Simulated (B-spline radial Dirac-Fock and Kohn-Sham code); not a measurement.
## What relativity does to the binding energies of Cs⁴⁺

System: the Cs⁴⁺ ion, [Kr] 4d10 5s2 5p3.

Both columns are ΔSCF binding energies of the configuration average from a radial B-spline solver: non-relativistic Hartree-Fock with a point nucleus, and Dirac-Fock with a finite nucleus and the Coulomb interaction alone, averaged over the two j levels with weights 2j+1.

```csv
shell,Hartree-Fock (eV),Dirac-Fock (eV),shift (eV),shift (%)
1s,34615.3,36167.1,+1551.83,+4.48
2s,5402.3,5788.3,+386.02,+7.15
2p,5077.1,5192.4,+115.27,+2.27
3s,1191.3,1275.3,+83.98,+7.05
3p,1052.0,1078.4,+26.36,+2.51
3d,795.5,784.5,-11.03,-1.39
4s,275.1,292.7,+17.60,+6.40
4d,130.9,127.9,-2.96,-2.26
5s,68.94,71.86,+2.91,+4.23
5p,55.41,55.88,+0.48,+0.86
```

Relativity binds 1s, 2s, 2p, 3s, 3p, 4s, 5s, 5p more strongly, among those listed most of all 2s in relative terms, and 3d, 4d more weakly, because the contracted s and p shells screen the nucleus better.

Values without a named source are computed, but for edge energies of neutral atoms, which are taken from tables.
